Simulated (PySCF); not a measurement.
# Pd⁺ (palladium, charge +1) across methods

[Kr] 4d8 5s1, high-spin 4F determinant (an excited configuration). All numbers are calculated (PySCF 2.14, the spin-free X2C one-electron Hamiltonian (Gaussian nucleus), in x2c-TZVPPall with one added diffuse shell each of s, p, d, f type (9s7p7d3f1g, 95 functions)). The B2PLYP total includes its PT2 part (frozen core); its orbital energies are those of the SCF part.

```json
{"method": "PBE0", "E (hartree)": "-5044.52", "mean ε 4d α (eV)": "-20.710", "mean ε 4d β (eV)": "-19.150", "mean ε 5s α (eV)": "-13.733", "Σ⟨r²⟩ (bohr²)": "39.87", "⟨S²⟩": "3.751"}
{"method": "MN15", "E (hartree)": "-5048.13", "mean ε 4d α (eV)": "-21.517", "mean ε 4d β (eV)": "-20.130", "mean ε 5s α (eV)": "-14.320", "Σ⟨r²⟩ (bohr²)": "39.89", "⟨S²⟩": "3.751"}
{"method": "PBEsol", "E (hartree)": "-5041.90", "mean ε 4d α (eV)": "-18.733", "mean ε 4d β (eV)": "-17.235", "mean ε 5s α (eV)": "-13.106", "Σ⟨r²⟩ (bohr²)": "39.93", "⟨S²⟩": "3.750"}
{"method": "LDA", "E (hartree)": "-5039.48", "mean ε 4d α (eV)": "-18.891", "mean ε 4d β (eV)": "-17.420", "mean ε 5s α (eV)": "-13.343", "Σ⟨r²⟩ (bohr²)": "39.95", "⟨S²⟩": "3.750"}
{"method": "r2SCAN", "E (hartree)": "-5044.86", "mean ε 4d α (eV)": "-19.153", "mean ε 4d β (eV)": "-17.593", "mean ε 5s α (eV)": "-13.271", "Σ⟨r²⟩ (bohr²)": "39.76", "⟨S²⟩": "3.752"}
{"method": "BHandHLYP", "E (hartree)": "-5044.84", "mean ε 4d α (eV)": "-22.499", "mean ε 4d β (eV)": "-20.968", "mean ε 5s α (eV)": "-14.345", "Σ⟨r²⟩ (bohr²)": "39.93", "⟨S²⟩": "3.751"}
{"method": "B2PLYP", "E (hartree)": "-5044.30", "mean ε 4d α (eV)": "-22.516", "mean ε 4d β (eV)": "-20.905", "mean ε 5s α (eV)": "-14.310", "Σ⟨r²⟩ (bohr²)": "40.01", "⟨S²⟩": "3.752"}
{"method": "PBE", "E (hartree)": "-5044.44", "mean ε 4d α (eV)": "-18.729", "mean ε 4d β (eV)": "-17.273", "mean ε 5s α (eV)": "-13.034", "Σ⟨r²⟩ (bohr²)": "40.00", "⟨S²⟩": "3.751"}
{"method": "UHF", "E (hartree)": "-5042.42545", "mean ε 4d α (eV)": "-25.765", "mean ε 4d β (eV)": "-23.825", "mean ε 5s α (eV)": "-15.250", "Σ⟨r²⟩ (bohr²)": "40.16", "⟨S²⟩": "3.753"}
```
